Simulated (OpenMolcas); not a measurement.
# What dynamic correlation does to the levels of Ne²⁺

```yaml
Program: OpenMolcas
Basis: ANO-RCC-VTZP [4s3p2d1f]
Scalar_Hamiltonian: DKH2, point nucleus
Active_space: 6 electrons in 9 orbitals (RAS2 2s 2p; RAS3 3d, at most 2 electrons)
State_averaging: 2S+1 = 3 even, 3 roots; 2S+1 = 1 even, 6 roots; 2S+1 = 3 odd, 3 roots; 2S+1 = 1 odd, 3 roots
Spin-orbit_coupling: RASSI with atomic mean-field integrals over the reference wave functions, term energies averaged over their components
```

Methods on the same reference wave functions:
A. RASSCF
B. SS-RASPT2, IPEA 0.25 Eh, imaginary shift 0.1 Eh (closed shells correlated: 1s)
C. XMS-RASPT2, IPEA 0.25 Eh, imaginary shift 0.1 Eh (closed shells correlated: 1s)

Energies in cm⁻¹ above 2s² 2p⁴ ³P₂, the measured ground level; measured values from Moore, Atomic Energy Levels, vol. I, NSRDS-NBS 35 (1971 reprint of NBS Circular 467, 1949).

```csv
Level,A,B,C,Measured
2s² 2p⁴ ³P₂,0.0,0.0,0.0,0.0
2s² 2p⁴ ³P₁,597,598,598,650
2s² 2p⁴ ³P₀,881,881,881,927
2s² 2p⁴ ¹D₂,27230,26290,26380,25841
2s² 2p⁴ ¹S₀,57869,56340,56690,55747
2s 2p⁵ ³P°₂,207405,204690,204650,
2s 2p⁵ ³P°₁,207980,205270,205220,204879
2s 2p⁵ ³P°₀,208270,205560,205510,205204
2s 2p⁵ ¹P°₁,298467,292300,292290,
```

Deviations, from unrounded energies. A percentage is the sum of absolute deviations over the sum of measured energies, with the sign that they share, or ± where signs differ.

```json
{"Against measurement": "mean absolute deviation (cm-1)", "Levels": "6", "A": "1600", "B": "310", "C": "370"}
{"Against measurement": "fine structure of the ground term (%)", "Levels": "2", "A": "-6.2", "B": "-6.2", "C": "-6.2"}
{"Against measurement": "other terms of the ground configuration (%)", "Levels": "2", "A": "+4.3", "B": "+1.3", "C": "+1.8"}
{"Against measurement": "other configurations (%)", "Levels": "2", "A": "+1.5", "B": "+0.2", "C": "+0.2"}
```

B lies closest to measurement on these levels and A furthest from it. The largest miss of B in the table is 2s² 2p⁴ ¹S₀, by +590 cm-1. The ranking rests on the paired levels alone, and a cruder setting can come out closer through cancelling errors.

Between B and C the level of the table that moves most is 2s² 2p⁴ ¹S₀, by 350 cm-1 (lowest in B, highest in C). Moves below CASPT2's spread within the term are not significant.

The mean deviations of B to C differ by less than CASPT2's widest spread within a term (280 cm-1), so their order carries little weight.

From A to B the spin-free energies of the other terms of 2s² 2p⁴ shown, above ³P, scale by a factor of 0.97.

The lowest spin-free term lies below A's lowest term by 0.093 hartree in B, 0.095 hartree in C.

CASPT2 breaks the degeneracy within a term, and the mean is taken; among the terms shown or strongly mixed into the levels shown the widest spread is 280 cm-1 (2s² 2p⁴ ¹D, C). Active for correlation alone: 3d; no level in the range computed is led by a configuration that fills it, so any true level of that kind is missing. Computed and measured levels are paired by configuration, term and J; levels that our copy of the source lacks, or whose pairing is in doubt (as where it misses far off the trend of its configuration), stay unpaired and out of the deviations. Levels of configurations outside the active space are missing.

° marks odd parity.
